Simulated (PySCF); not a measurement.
Choosing a molecule for a target property.

All species are isolated and taken at one optimised geometry, non-relativistic unless stated. Electronic properties by PySCF.

Dipoles, sizes and rotational constants follow the conformer. The torsions of the flexible species, by atom-mapped SMILES:
- `[CH3:1][CH2:2][C@H:3]([CH2:4][C:5]([F:6])([F:7])[F:8])[C:9](=[O:10])[Cl:11]`: C1–C2–C3–C4 -177°, C2–C3–C4–C5 167°, C3–C4–C5–F6 180°, C2–C3–C9–O10 73°
- `[CH2:1]=[C:2]([CH3:3])[Si@H:4]([SiH3:5])[CH:6]1[CH2:7][O:8][CH2:9]1`: C1–C2–Si4–Si5 -110°, C2–Si4–C6–C7 82°
- `[CH3:1][CH2:2][CH2:3][Si@H:4]1[O:5][SiH2:6][CH:7]=[C:8]1[CH3:9]`: C1–C2–C3–Si4 -179°, C2–C3–Si4–O5 171°
- `[CH3:1][SiH:2]([CH3:3])/[CH:4]=[CH:5]\[C:6](=[O:7])[CH2:8][SiH3:9]`: C1–Si2–C4–C5 173°, C4–C5–C6–O7 1°, C5–C6–C8–Si9 87°
- `[CH3:1][c:2]1[p:3][cH:4][s:5][c:6]1[C:7]([CH3:8])([CH3:9])[CH3:10]`: S5–C6–C7–C8 -134°
- `[CH3:1][NH:2][C:3](=[O:4])[CH2:5][CH:6]=[O:7]`: C1–N2–C3–O4 -5°, N2–C3–C5–C6 -57°, C3–C5–C6–O7 65°

(1) Wanted: HOMO energy above -7.2 eV (PBE0/pcSseg-1) and dipole moment below 3.4 D (PBE0/pcSseg-1), at GFN2-xTB geometries. Which candidate meets both?
A. `CC[C@@H](C(Cl)=O)CC(F)(F)F`
B. `C[SiH](C)/C=C\C(=O)C[SiH3]`
C. `C=C(C)[Si@H]([SiH3])C1COC1`
D. `CCC[Si@H]1O[SiH2]C=C1C`

(2) Wanted: HOMO–LUMO gap below 6.4 eV (PBE0/pcSseg-1) and smallest rotational constant above 0.65 GHz (GFN2-xTB), at GFN2-xTB geometries. Which candidate meets both?
A. `Cc1pcsc1C(C)(C)C`
B. `CC[C@H](CC(F)(F)F)C(=O)Cl`
C. `C(CC(=O)NC)=O`
D. `[SiH3][Si@@H](C(C)=C)C1COC1`

Results:

(1) C. Computed values:
```
                   species  HOMO energy  dipole moment
CC[C@@H](C(Cl)=O)CC(F)(F)F     -8.71 eV         3.83 D
    CCC[Si@H]1O[SiH2]C=C1C     -7.54 eV         1.87 D
C[SiH](C)/C=C\C(=O)C[SiH3]     -7.38 eV         2.94 D
C=C(C)[Si@H]([SiH3])C1COC1     -7.07 eV         2.11 D
```

(2) C. Computed values:
```csv
species,HOMO–LUMO gap,smallest rotational constant
Cc1pcsc1C(C)(C)C,5.55 eV,0.623 GHz
C(CC(=O)NC)=O,6.10 eV,1.483 GHz
[SiH3][Si@@H](C(C)=C)C1COC1,6.70 eV,0.673 GHz
CC[C@H](CC(F)(F)F)C(=O)Cl,7.44 eV,0.539 GHz
```
